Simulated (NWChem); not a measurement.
System: C₂H₅ClSi; SMILES [SiH3]/C=C\Cl

Here is an NWChem input.

```
start job
memory heap 200 mb stack 900 mb global 1100 mb
geometry units angstroms noautosym nocenter noautoz
  Si    -0.428366     1.661996     0.000000
  C      1.077715     0.539516     0.000000
  C      1.031654    -0.794251     0.000000
  Cl    -0.449892    -1.688109     0.000000
  H     -1.265245     1.430292     1.215475
  H     -1.265245     1.430292    -1.215475
  H      0.045022     3.078738     0.000000
  H      2.083037     0.976693     0.000000
  H      1.910780    -1.445205     0.000000
end
basis spherical
  * library pcsseg-1
end
dft
  xc xpbe96 cpbe96
  iterations 150
end
property
  shielding 8 1 2 3 4 5 7 8 9
end
task dft property
```

Coordinates come from a PBE0/def2-SVP optimisation.

GIAO values for the isolated, static molecule; σ is the absolute isotropic shielding, δ = σ(reference) − σ with the isolated reference molecule computed at the same levels (13C: tetramethylsilane, 1H: tetramethylsilane, 29Si: tetramethylsilane).

Atoms are numbered as in the input.

Predict the main results of this run. (PBE/pcSseg-1, GIAO.) Quantities: δ Si1 (ppm); δ C2 (ppm); δ C3 (ppm); σ Cl4 (ppm); δ H5 (rotor mean) (ppm); δ H8 (ppm); δ H9 (ppm).


```
Item                     Value
-----------------------  -----
δ Si1 (ppm)              -88.8
δ C2 (ppm)               124.6
δ C3 (ppm)               151.8
σ Cl4 (ppm)              636.8
δ H5 (rotor mean) (ppm)   4.23
δ H8 (ppm)                5.91
δ H9 (ppm)                6.89
```
